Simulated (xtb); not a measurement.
xtb job for C2F3O, SMILES O=[C]C(F)(F)F, multiplicity 2, GFN2-xTB. 

```
$ xtb mol.xyz --gfn 2 --ohess tight --chrg 0 --uhf 1 --json
$ cat mol.xyz
6

O      2.01550000     0.03930000    -0.01650000
C      1.00710000    -0.45520000     0.19270000
C     -0.42880000     0.00710000    -0.01750000
F     -0.49940000     1.18260000    -0.62550000
F     -1.02120000     0.11110000     1.16960000
F     -1.08910000    -0.87080000    -0.75480000
```

Program output:

```
[banner left out]
          |                Calculation Setup                |
           -------------------------------------------------



           -------------------------------------------------
          |                 G F N 2 - x T B                 |
           -------------------------------------------------

        Reference                      10.1021/acs.jctc.8b01176
      * Hamiltonian:
        H0-scaling (s, p, d)           1.850000    2.230000    2.230000
        zeta-weighting                 0.500000
      * Dispersion:
        s8                             2.700000
        a1                             0.520000
        a2                             5.000000
        s9                             5.000000
      * Repulsion:
        kExp                           1.500000    1.000000
        rExp                           1.000000
      * Coulomb:
        alpha                          2.000000
        third order                    shell-resolved
        anisotropic                    true
        a3                             3.000000
        a5                             4.000000
        cn-shift                       1.200000
        cn-exp                         4.000000
        max-rad                        5.000000


          ...................................................
          :                      SETUP                      :
          :.................................................:
          :  # basis functions                  24          :
          :  # atomic orbitals                  24          :
          :  # shells                           12          :
          :  # electrons                        35          :
          :  max. iterations                   250          :
          :  Hamiltonian                  GFN2-xTB          :
          :  restarted?                      false          :
          :  GBSA solvation                  false          :
[...]
         :: -> dispersion             -0.002617179943 Eh    ::
         :: repulsion energy           0.094835363933 Eh    ::
         :: add. restraining           0.000000000000 Eh    ::
         :: total charge              -0.000000000000 e     ::
         :::::::::::::::::::::::::::::::::::::::::::::::::::::

           -------------------------------------------------
          |                Numerical Hessian                |
           -------------------------------------------------
step length          :   0.00500
SCC accuracy         :   0.30000
Hessian scale factor :   1.00000
frozen atoms in %    :   0.00000    0
RMS gradient         :   0.00018
estimated CPU  time      0.00 min

writing file <hessian>.

 projected vibrational frequencies (cm⁻¹)
eigval :       -0.00    -0.00    -0.00    -0.00     0.00     0.00
eigval :       16.90   200.27   366.37   394.90   472.10   486.76
eigval :      609.93   751.48  1011.64  1080.77  1098.74  1973.52
           -------------------------------------------------
          |                Property Printout                |
           -------------------------------------------------

    * Orbital Energies and Occupations

         #    Occupation            Energy/Eh            Energy/eV
      -------------------------------------------------------------
         1        2.0000           -0.9191856             -25.0123
       ...           ...                  ...                  ...
         6        2.0000           -0.6858007             -18.6616
         7        2.0000           -0.6634138             -18.0524
         8        2.0000           -0.6617944             -18.0083
         9        2.0000           -0.6537690             -17.7900
        10        2.0000           -0.6271429             -17.0654
        11        2.0000           -0.6119212             -16.6512
        12        2.0000           -0.5833145             -15.8728
        13        2.0000           -0.5820935             -15.8396
        14        2.0000           -0.5713562             -15.5474
        15        2.0000           -0.5695269             -15.4976
        16        2.0000           -0.5691834             -15.4883
        17        2.0000           -0.5459983             -14.8574
        18        1.0000           -0.3963921             -10.7864 (HOMO)
        19                         -0.3442419              -9.3673 (LUMO)
        20                          0.0059921               0.1631
        21                          0.0389940               1.0611
        22                          0.0738672               2.0100
        23                          0.0945524               2.5729
        24                          0.6282826              17.0964
      -------------------------------------------------------------
                  HL-Gap            0.0521502 Eh            1.4191 eV
             Fermi-level           -0.4207561 Eh          -11.4494 eV

     #   Z          covCN         q      C6AA      α(0)
     1   8 O        0.856    -0.117    16.772     5.491
     2   6 C        1.834     0.137    27.804     8.519
     3   6 C        3.326     0.490    17.368     6.621
     4   9 F        0.790    -0.173    10.958     3.910
     5   9 F        0.791    -0.168    10.913     3.902
     6   9 F        0.791    -0.169    10.919     3.903

 Mol. C6AA /au·bohr⁶  :        541.656196
 Mol. C8AA /au·bohr⁸  :      11954.490074
 Mol. α(0) /au        :         32.346431


Wiberg/Mayer (AO) data.
largest (>0.10) Wiberg bond orders for each atom

 ---------------------------------------------------------------------------
     #   Z sym  total        # sym  WBO       # sym  WBO       # sym  WBO
 ---------------------------------------------------------------------------
     1   8 O    2.394 --     2 C    2.301
     2   6 C    3.325 --     1 O    2.301     3 C    0.911
     3   6 C    3.851 --     6 F    0.970     5 F    0.969     4 F    0.956
                             2 C    0.911
     4   9 F    1.114 --     3 C    0.956
     5   9 F    1.114 --     3 C    0.969
     6   9 F    1.113 --     3 C    0.970
 ---------------------------------------------------------------------------

Topologies differ in total number of bonds
Writing topology from bond orders to xtbtopo.mol

molecular dipole:
                 x           y           z       tot (Debye)
 q only:        0.266      -0.288       0.124
   full:        0.270      -0.199       0.084       0.879
molecular quadrupole (traceless):
                xx          xy          yy          xz          yz          zz
 q only:       -1.134      -0.657       0.680       0.257      -0.102       0.455
  q+dip:       -0.776      -0.871       0.453       0.328      -0.056       0.322
   full:       -1.758      -0.961       0.530       0.360       0.389       1.229

           -------------------------------------------------
          |                Geometry Summary                 |
           -------------------------------------------------

      molecular mass/u    :       97.0160862
   center of mass at/Å    :       -0.1085482       0.0357753      -0.0231116
  moments of inertia/u·Å² :        0.8871357E+02   0.1718979E+03   0.1722059E+03
rotational constants/cm⁻¹ :        0.1900231E+00   0.9806773E-01   0.9789232E-01

 * 4 selected distances

     #   Z          #   Z                                           value/Å
     1   8 O        2   6 C                                       1.1736422 (min)
     3   6 C        4   9 F                                       1.3411797 (max)
     3   6 C        5   9 F                                       1.3313665
     3   6 C        6   9 F                                       1.3306968

 * 2 distinct bonds (by element types)

   Z      Z             #   av. dist./Å        max./Å        min./Å
   6 C    8 O           1     1.1736422     1.1736422     1.1736422
   6 C    9 F           3     1.3344143     1.3411797     1.3306968

           -------------------------------------------------
          |               Frequency Printout                |
           -------------------------------------------------
 projected vibrational frequencies (cm⁻¹)
eigval :       -0.00    -0.00    -0.00    -0.00     0.00     0.00
eigval :       16.90   200.27   366.37   394.90   472.10   486.76
eigval :      609.93   751.48  1011.64  1080.77  1098.74  1973.52
 reduced masses (amu)
   1: 17.13   2: 17.34   3: 16.85   4: 18.10   5: 16.10   6: 17.44   7: 16.15   8: 17.56
   9: 15.69  10: 17.31  11: 17.57  12: 17.18  13: 15.54  14: 15.71  15: 13.74  16: 14.09
  17: 13.89  18: 13.66
 IR intensities (km·mol⁻¹)
   1:  0.04   2:  0.00   3:  0.05   4:  0.14   5:  0.04   6:  0.19   7:  1.31   8:  3.08
   9:  0.29  10:  8.89  11: 20.82  12: 17.45  13: 28.52  14:  0.56  15:298.16  16:328.52
  17:232.87  18:116.15
 Raman intensities (Ä⁴*amu⁻¹)
   1:  0.00   2:  0.00   3:  0.00   4:  0.00   5:  0.00   6:  0.00   7:  0.00   8:  0.00
Molecule has no symmetry elements
It seems to be the C1 point group
   9:  0.00  10:  0.00  11:  0.00  12:  0.00  13:  0.00  14:  0.00  15:  0.00  16:  0.00
  17:  0.00  18:  0.00
 output can be read by thermo (or use thermo option).
 writing <g98.out> molden fake output.
 recommended (thermochemical) frequency scaling factor: 1.0
           -------------------------------------------------
          |             Thermodynamic Functions             |
           -------------------------------------------------

c1  symmetry found (for desy threshold:  0.10E+00) used in thermo

          ...................................................
          :                      SETUP                      :
          :.................................................:
          :  # frequencies                          12      :
          :  # imaginary freq.                       0      :
          :  linear?                             false      :
          :  only rotor calc.                    false      :
          :  symmetry                               c1      :
          :  rotational number                       1      :
          :  scaling factor                  1.0000000      :
          :  rotor cutoff                   50.0000000 cm⁻¹ :
          :  imag. cutoff                  -20.0000000 cm⁻¹ :
          :.................................................:

    mode    ω/cm⁻¹     T·S(HO)/kcal·mol⁻¹    T·S(FR)/kcal·mol⁻¹   T·S(vib)
   ------------------------------------------------------------------------
       1     16.90    -2.07778 (  1.29%)    -1.37588 ( 98.71%)    -1.38492
       2    200.27    -0.63526 ( 99.61%)    -0.64531 (  0.39%)    -0.63529
   ------------------------------------------------------------------------

   temp. (K)  partition function   enthalpy   heat capacity  entropy
                                   cal/mol     cal/K/mol   cal/K/mol   J/K/mol
 298.15  VIB   39.7                 1844.996     11.157     11.181
         ROT  0.124E+06              888.752      2.981     26.284
         INT  0.492E+07             2733.748     14.138     37.466
         TR   0.925E+27             1481.254      4.968     39.610
         TOT                        4215.0019    19.1060    77.0753   322.4830

       T/K    H(0)-H(T)+PV         H(T)/Eh          T*S/Eh         G(T)/Eh
   ------------------------------------------------------------------------
    298.15    0.671703E-02    0.259980E-01    0.366210E-01   -0.106230E-01
   ------------------------------------------------------------------------

         :::::::::::::::::::::::::::::::::::::::::::::::::::::
         ::                  THERMODYNAMIC                  ::
         :::::::::::::::::::::::::::::::::::::::::::::::::::::
         :: total free energy         -22.443292694976 Eh   ::
         ::.................................................::
         :: total energy              -22.432669738216 Eh   ::
         :: zero point energy           0.019280968081 Eh   ::
         :: G(RRHO) w/o ZPVE           -0.029903924841 Eh   ::
         :: G(RRHO) contrib.           -0.010622956760 Eh   ::
         :::::::::::::::::::::::::::::::::::::::::::::::::::::

optimized geometry written to: xtbopt.xyz


           -------------------------------------------------
          | TOTAL ENERGY              -22.432669738216 Eh   |
          | TOTAL ENTHALPY            -22.406671737083 Eh   |
          | TOTAL FREE ENERGY         -22.443292694976 Eh   |
          | GRADIENT NORM               0.000181694380 Eh/α |
          | HOMO-LUMO GAP               1.419078857659 eV   |
           -------------------------------------------------

------------------------------------------------------------------------
------------------------------------------------------------------------
 total:
 SCF:
Note: The following floating-point exceptions are signalling: IEEE_DENORMAL
normal termination of xtb
 ANC optimizer:
 analytical hessian:
```

The run converged.
